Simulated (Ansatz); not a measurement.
Reaction (redistribution): `[CH3][Sn][OH]` + `CC1=CC(C)=[O+][Ti-]([OH])([OH])([OH])[O]1` → `CC1=CC(C)=[O+][Sn-]([OH])[O]1` + `[CH3][Ti]([OH])([OH])[OH]`

Gas-phase electronic energies from Ansatz, PBE0-D4/def2-TZVP geometries. CCSD(T)/CBS is the MP2 limit (def2-TZVPP, def2-QZVPP) plus CCSD(T) − MP2 in def2-TZVPP, frozen cores. Functionals use def2-TZVPP. def2 core potentials past Kr. For Sn, Ti outer-core shells are correlated without core-valence functions, which leaves a few kJ/mol of doubt a bond. Scalar relativity is left out up to krypton. Each species was taken in one conformer, which may not be the lowest.

Problem. Is it downhill or uphill in electronic energy at CCSD(T)/CBS, and by how much? (An estimate is asked.)

Solution. Ansatz gave: Uphill: ΔE = +2.5 kcal/mol.

Problem. What do these levels give: r2SCAN-D4, PBE-QIDH, BLYP, RPA@PBE/def2-TZVPP, CCSD/def2-SVP, MP2/def2-TZVPP? (Best estimate.)

Solution. Ansatz gave: r2SCAN-D4 4.5, PBE-QIDH 3.7, BLYP 3.0, RPA@PBE/def2-TZVPP 6.1, CCSD/def2-SVP 5.5, MP2/def2-TZVPP 3.3 kcal/mol.

Largest T1 diagnostic among the species: 0.023, so the coupled-cluster value is less sure than usual.

From PBE to PBE0 (25 % exact exchange), in def2-TZVPP and without D4, ΔE moves by −0.8 kcal/mol. At CCSD(T), def2-SVP lies +4.6 kcal/mol from the extrapolated value and def2-TZVPP +3.1 kcal/mol. Leaving LDA and LC-ωPBE aside and taking each functional with its dispersion term where it has one, the values, not all of them listed here, spread over 2.8 kcal/mol, from ωB97X-V to r2SCAN-D4. LDA lies +1.7 kcal/mol from PBE without D4.
